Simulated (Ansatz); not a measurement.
Ansatz (a first-principles code) input (B3LYP-D3(BJ)/def2-TZVP):

Ansatz 0.2 input:
```yaml
crystal:
  periodic: [false, false, false]
  atoms:
    - {symbol: Ta, position_ang: [-0.00000000, -0.00000000, -0.20036143]}
    - {symbol: F, position_ang: [0.00000000, 0.00000000, 1.62515383]}
basis:
  gaussian:
    orbitals: def2-TZVP
hamiltonian:
  xc: b3lyp
  dispersion: d3bj
magnetization: {spin_polarized: true, initial_magnetization: 2}
phonons: {temperatures: {t_min: 298.15, t_max: 298.15, t_step: 100}}
```

Output:

```
Functional definition: B3LYP
integrals: 0.01 GiB planned
530 factors; their error is unknown
mean field: 0.20 GiB planned
mean field evaluation 1: about -4266.0631 eV, gradient 2.5e1 eV
mean field evaluation 2: about -4251.5379 eV, gradient 7.4e1 eV
mean field evaluation 4: about -4268.0786 eV, gradient 2.3e0 eV
mean field evaluation 8: about -4268.1166 eV, gradient 1.1e-1 eV
mean field evaluation 16: about -4268.1251 eV, gradient 1.1e-4 eV
mean field evaluation 32: about -4268.1298 eV, gradient 2.8e-5 eV
mean field -4268.12984000 eV, -156.8508785775 hartree, gradient 7.4e-6 eV, S^2 2.082369; 8 other end points of the search recorded, 0 dependent functions left out
the calculation of the forces begins
reference -4268.13001954 eV, -156.8508851758 hartree; 12, 10 occupied and 59, 61 virtual orbitals, 530 factors
these checks for a lower state are left out or cut short: stability, starts, cluster_reference, orbital_swaps, neighbouring_geometries, increment
integrals: 0.01 GiB planned
530 factors; their error is unknown
mean field: 0.20 GiB planned
mean field evaluation 64: about -4268.1298 eV, gradient 1.8e-6 eV
mean field -4268.12984000 eV, -156.8508785775 hartree, gradient 1.8e-6 eV, S^2 2.082368; 0 other end points of the search recorded, 0 dependent functions left out
the calculation of the forces begins
reference -4268.13001954 eV, -156.8508851758 hartree; 12, 10 occupied and 59, 61 virtual orbitals, 530 factors
these checks for a lower state are left out or cut short: stability, starts, cluster_reference, orbital_swaps, neighbouring_geometries, increment
integrals: 0.01 GiB planned
530 factors; their error is unknown
mean field: 0.20 GiB planned
mean field -4268.12984000 eV, -156.8508785775 hartree, gradient 2.0e-6 eV, S^2 2.082368; 0 other end points of the search recorded, 0 dependent functions left out
the calculation of the forces begins
reference -4268.13001954 eV, -156.8508851758 hartree; 12, 10 occupied and 59, 61 virtual orbitals, 530 factors
these checks for a lower state are left out or cut short: stability, starts, cluster_reference, orbital_swaps, neighbouring_geometries, increment
integrals: 0.01 GiB planned
530 factors; their error is unknown
mean field: 0.20 GiB planned
mean field -4268.12984000 eV, -156.8508785775 hartree, gradient 2.0e-6 eV, S^2 2.082368; 0 other end points of the search recorded, 0 dependent functions left out
the calculation of the forces begins
reference -4268.13001954 eV, -156.8508851758 hartree; 12, 10 occupied and 59, 61 virtual orbitals, 530 factors
these checks for a lower state are left out or cut short: stability, starts, cluster_reference, orbital_swaps, neighbouring_geometries, increment
integrals: 0.01 GiB planned
530 factors; their error is unknown
mean field: 0.20 GiB planned
mean field -4268.12984000 eV, -156.8508785775 hartree, gradient 2.3e-6 eV, S^2 2.082368; 0 other end points of the search recorded, 0 dependent functions left out
the calculation of the forces begins
reference -4268.13001954 eV, -156.8508851758 hartree; 12, 10 occupied and 59, 61 virtual orbitals, 530 factors
these checks for a lower state are left out or cut short: stability, starts, cluster_reference, orbital_swaps, neighbouring_geometries, increment
integrals: 0.01 GiB planned
530 factors; their error is unknown
mean field: 0.20 GiB planned
mean field -4268.12975000 eV, -156.8508752703 hartree, gradient 6.9e-6 eV, S^2 2.082564; 0 other end points of the search recorded, 0 dependent functions left out
the calculation of the forces begins
reference -4268.12992945 eV, -156.8508818649 hartree; 12, 10 occupied and 59, 61 virtual orbitals, 530 factors
these checks for a lower state are left out or cut short: stability, starts, cluster_reference, orbital_swaps, neighbouring_geometries, increment
integrals: 0.01 GiB planned
530 factors; their error is unknown
mean field: 0.20 GiB planned
mean field evaluation 96: about -4268.1298 eV, gradient 1.5e-4 eV
mean field -4268.12975179 eV, -156.8508753360 hartree, gradient 9.3e-7 eV, S^2 2.082177; 0 other end points of the search recorded, 0 dependent functions left out
the calculation of the forces begins
reference -4268.12993144 eV, -156.8508819379 hartree; 12, 10 occupied and 59, 61 virtual orbitals, 530 factors
these checks for a lower state are left out or cut short: stability, starts, cluster_reference, orbital_swaps, neighbouring_geometries, increment
integrals: 0.01 GiB planned
530 factors; their error is unknown
mean field: 0.20 GiB planned
mean field -4268.12984000 eV, -156.8508785775 hartree, gradient 2.0e-6 eV, S^2 2.082368; 0 other end points of the search recorded, 0 dependent functions left out
the calculation of the forces begins
reference -4268.13001954 eV, -156.8508851758 hartree; 12, 10 occupied and 59, 61 virtual orbitals, 530 factors
these checks for a lower state are left out or cut short: stability, starts, cluster_reference, orbital_swaps, neighbouring_geometries, increment
integrals: 0.01 GiB planned
530 factors; their error is unknown
mean field: 0.20 GiB planned
mean field -4268.12984000 eV, -156.8508785775 hartree, gradient 1.8e-6 eV, S^2 2.082368; 0 other end points of the search recorded, 0 dependent functions left out
the calculation of the forces begins
reference -4268.13001954 eV, -156.8508851758 hartree; 12, 10 occupied and 59, 61 virtual orbitals, 530 factors
these checks for a lower state are left out or cut short: stability, starts, cluster_reference, orbital_swaps, neighbouring_geometries, increment
integrals: 0.01 GiB planned
530 factors; their error is unknown
mean field: 0.20 GiB planned
mean field -4268.12984000 eV, -156.8508785775 hartree, gradient 2.3e-6 eV, S^2 2.082368; 0 other end points of the search recorded, 0 dependent functions left out
the calculation of the forces begins
reference -4268.13001954 eV, -156.8508851758 hartree; 12, 10 occupied and 59, 61 virtual orbitals, 530 factors
these checks for a lower state are left out or cut short: stability, starts, cluster_reference, orbital_swaps, neighbouring_geometries, increment
integrals: 0.01 GiB planned
530 factors; their error is unknown
mean field: 0.20 GiB planned
mean field -4268.12984000 eV, -156.8508785775 hartree, gradient 2.0e-6 eV, S^2 2.082368; 0 other end points of the search recorded, 0 dependent functions left out
the calculation of the forces begins
reference -4268.13001954 eV, -156.8508851758 hartree; 12, 10 occupied and 59, 61 virtual orbitals, 530 factors
these checks for a lower state are left out or cut short: stability, starts, cluster_reference, orbital_swaps, neighbouring_geometries, increment
integrals: 0.01 GiB planned
530 factors; their error is unknown
mean field: 0.20 GiB planned
mean field evaluation 128: about -4268.1218 eV, gradient 1.3e0 eV
mean field -4268.12975179 eV, -156.8508753360 hartree, gradient 9.3e-7 eV, S^2 2.082177; 0 other end points of the search recorded, 0 dependent functions left out
the calculation of the forces begins
reference -4268.12993144 eV, -156.8508819379 hartree; 12, 10 occupied and 59, 61 virtual orbitals, 530 factors
these checks for a lower state are left out or cut short: stability, starts, cluster_reference, orbital_swaps, neighbouring_geometries, increment
integrals: 0.01 GiB planned
530 factors; their error is unknown
mean field: 0.20 GiB planned
mean field -4268.12975000 eV, -156.8508752703 hartree, gradient 6.9e-6 eV, S^2 2.082564; 0 other end points of the search recorded, 0 dependent functions left out
the calculation of the forces begins
reference -4268.12992945 eV, -156.8508818649 hartree; 12, 10 occupied and 59, 61 virtual orbitals, 530 factors
Total energy: -4268.16072540 eV, -156.8520135951 hartree
Atom 0 at    -0.000000    -0.000000    -0.200361 Å, force    -0.000001    -0.000000    -0.000004 eV/Å
Atom 1 at     0.000000     0.000000     1.625154 Å, force     0.000001     0.000000     0.000004 eV/Å
Dipole moment:    -0.000000    -0.000000    -0.298947 e Å
Vibrations: 671.54 cm⁻¹, zero-point energy 0.041630 eV
```

The spin state was set by rule; other spins were not relaxed.
